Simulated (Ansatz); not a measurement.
Ansatz (an electronic-structure program) input (PBE/6-31G*):

Ansatz 0.2 input:
```yaml
crystal:
  periodic: [false, false, false]
  atoms:
    - {symbol: Si, position_ang: [-0.00000000, -0.00000000, -1.18991500]}
    - {symbol: C, position_ang: [0.00000000, 0.00000000, 0.65490400]}
    - {symbol: N, position_ang: [0.00000000, 0.00000000, 1.81848400]}
basis:
  gaussian:
    orbitals: 6-31G*
hamiltonian:
  xc: {name: PBE}
magnetization: {spin_polarized: true, initial_magnetization: 1}
relax: {f_tol: 0.003, max_steps: 120}
```

From the output:

```
reference -10394.23045107 eV, -381.9809236143 hartree; 14, 13 occupied and 35, 36 virtual orbitals, 533 factors
relax step   3: F+E_penalty+E_count = -10394.23042617 eV  Δ(F+E_penalty+E_count) = -3.313e-5 eV  max|allowed force component| = 9.455e-3 eV/Å  Δτ_max = 0.0006 Å  (25 SCF iters, accepted)
these checks for a lower state are left out or cut short: starts, cluster_reference, orbital_swaps, neighbouring_geometries, increment
integrals: 0.01 GiB planned
533 factors; their error is unknown
mean field: 0.11 GiB planned
mean field -10394.23042871 eV, -381.9809227926 hartree, gradient 2.5e-5 eV, S^2 0.754605; 0 other end points of the search recorded, 0 dependent functions left out
the calculation of the forces begins
reference -10394.23045361 eV, -381.9809237076 hartree; 14, 13 occupied and 35, 36 virtual orbitals, 533 factors
relax step   4: F+E_penalty+E_count = -10394.23042871 eV  Δ(F+E_penalty+E_count) = -2.538e-6 eV  max|allowed force component| = 4.200e-3 eV/Å  Δτ_max = 0.0003 Å  (23 SCF iters, accepted)
these checks for a lower state are left out or cut short: starts, cluster_reference, orbital_swaps, neighbouring_geometries, increment
integrals: 0.01 GiB planned
533 factors; their error is unknown
mean field: 0.11 GiB planned
mean field -10394.23042888 eV, -381.9809227989 hartree, gradient 1.1e-5 eV, S^2 0.754604; 0 other end points of the search recorded, 0 dependent functions left out
the calculation of the forces begins
reference -10394.23045378 eV, -381.9809237139 hartree; 14, 13 occupied and 35, 36 virtual orbitals, 533 factors
relax step   5: F+E_penalty+E_count = -10394.23042888 eV  Δ(F+E_penalty+E_count) = -1.701e-7 eV  max|allowed force component| = 2.379e-6 eV/Å  Δτ_max = 0.0001 Å  (24 SCF iters, accepted)
integrals: 0.01 GiB planned
533 factors; their error is unknown
mean field: 0.11 GiB planned
mean field evaluation 64: about -10394.2304 eV, gradient 3.5e-3 eV
mean field -10394.23042888 eV, -381.9809227989 hartree, gradient 1.1e-5 eV, S^2 0.754604; 2 other end points of the search recorded, 0 dependent functions left out
the calculation of the forces begins
reference -10394.23045378 eV, -381.9809237139 hartree; 14, 13 occupied and 35, 36 virtual orbitals, 533 factors
Total energy: -10394.23045378 eV, -381.9809237139 hartree
Atom 0 at     0.000000     0.000000    -1.202377 Å, force     0.000000    -0.000000     0.000002 eV/Å
Atom 1 at    -0.000000    -0.000000     0.648525 Å, force    -0.000000     0.000000    -0.000002 eV/Å
Atom 2 at     0.000000     0.000000     1.837325 Å, force     0.000000    -0.000000     0.000000 eV/Å
Dipole moment:     0.000000    -0.000000    -0.513597 e Å
```

The geometry given is a B3LYP-D3(BJ)/def2-TZVP minimum.
